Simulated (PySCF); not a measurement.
(Cl2Al-mu-SeH)2.
Structure used (PBE0-D3(BJ)/def2-SVP), in Å, numbered top down from 1:
```xyz
10
Al2Cl4H2Se2 angstrom
Al     1.3553   -0.2774    0.8916
Cl     2.8609    1.1817    0.9536
Cl     1.4883   -2.1177    1.9029
Se     0.9088   -0.6734   -1.5101
Al    -1.0238    0.7801   -0.9862
Cl    -2.8074   -0.2460   -1.4251
Cl    -0.5568    2.6940   -1.7115
Se    -0.7566    0.8770    1.4720
H      0.1500   -1.9130   -1.2647
H     -1.4938   -0.3821    1.6820
```

Method: PySCF, TDDFT wB97X-D/def2-SVPD, vertical, gas phase, core orbitals frozen in the response. The wB97X-D/def2-SVPD calculation is non-relativistic and has no spin–orbit coupling, an omission that weighs most on selenium.

Transition dipole moments from the ground state, in atomic units and in the frame of the coordinates above (overall signs are arbitrary), for the states with f of 0.002 or more among the lowest 12:

```json
{"state": "S3", "E (eV)": "6.967", "μx": "0.094", "μy": "-0.041", "μz": "0.074"}
{"state": "S7", "E (eV)": "7.268", "μx": "-0.236", "μy": "0.226", "μz": "0.463"}
{"state": "S8", "E (eV)": "7.403", "μx": "0.507", "μy": "-0.477", "μz": "-0.936"}
{"state": "S9", "E (eV)": "7.699", "μx": "-0.565", "μy": "0.159", "μz": "-0.373"}
{"state": "S10", "E (eV)": "7.724", "μx": "0.084", "μy": "-0.309", "μz": "0.199"}
{"state": "S11", "E (eV)": "7.780", "μx": "-0.963", "μy": "0.422", "μz": "-0.733"}
{"state": "S12", "E (eV)": "7.803", "μx": "-0.203", "μy": "0.055", "μz": "-0.137"}
```

(1) Work out the oscillator strengths.

(2) What angle do the transition dipoles of S8 and S10 make?

(3) What peak molar absorption coefficient would the strongest computed level give as a lone Gaussian band 0.5 eV wide at half height?

Answers

(1) f = (2/3) ΔE |μ|² with ΔE in hartree (27.2114 eV).

```json
{"state": "S3", "|μ|² (au)": "0.016", "|μ| (D)": "0.32", "f": "0.003"}
{"state": "S7", "|μ|² (au)": "0.321", "|μ| (D)": "1.44", "f": "0.057"}
{"state": "S8", "|μ|² (au)": "1.361", "|μ| (D)": "2.97", "f": "0.247"}
{"state": "S9", "|μ|² (au)": "0.483", "|μ| (D)": "1.77", "f": "0.091"}
{"state": "S10", "|μ|² (au)": "0.142", "|μ| (D)": "0.96", "f": "0.027"}
{"state": "S11", "|μ|² (au)": "1.644", "|μ| (D)": "3.26", "f": "0.313"}
{"state": "S12", "|μ|² (au)": "0.063", "|μ| (D)": "0.64", "f": "0.012"}
```

(2) |cos θ| = |μa·μb| / (|μa| |μb|) = 0.01, so θ ≈ 89° (taken between 0 and 90°, since the signs are arbitrary).

(3) ε(max) = 2.175×10⁸ f / FWHM, with the width in cm⁻¹. S11: 2.175×10⁸ × 0.3133 / 4033 ≈ 17000 L mol⁻¹ cm⁻¹.

All these states lie below the vertical ionisation energy of 10.75 eV (ΔSCF).

One conformer stands for the species.
